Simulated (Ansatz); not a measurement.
The cluster Mg2S2⁻ (the lowest doublet isomer of a short search). The state is a doublet with charge -1. Geometry PBE-D4/def2-TZVPD, basis def2-TZVPD, Ansatz.

```xyz
4

Mg    1.0919    0.3442    0.7868
Mg   -1.0921   -0.3441   -0.7867
S     0.5649    1.2472   -1.3295
S    -0.5647   -1.2473    1.3295
```

```csv
run,HOMO (eV),LUMO (eV)
A,0.34,1.00
B,-1.42,2.40
C,-0.42,1.21
D,-0.33,1.22
E,0.14,0.87
F,-0.60,1.74
```

The structure comes from a short search, and lower isomers may exist.

HOMO and LUMO are taken over both spins.

The runs used BHLYP, BLYP, PBE, PBE0, r2SCAN0, ωB97X-V. Estimate which is which.

A BLYP (0 % exact exchange); B ωB97X-V (range-separated); C r2SCAN0 (25 % exact exchange); D PBE0 (25 % exact exchange); E PBE (0 % exact exchange); F BHLYP (50 % exact exchange). Exact exchange lowers occupied and raises empty levels; among semilocal functionals meta-GGAs tend to open the gap a little, and such runs are hard to tell apart. The gap grows from 0.66 eV (BLYP) to 3.82 eV (ωB97X-V). At BLYP-D4/def2-TZVPD, PBE-D4/def2-TZVPD the highest occupied level of the charge -1 doublet lies above zero (up to 0.34 eV). By energy differences its removal costs 1.64 eV (vertical, to the charge 0 singlet, at PBE0-D4/def2-TZVPD).
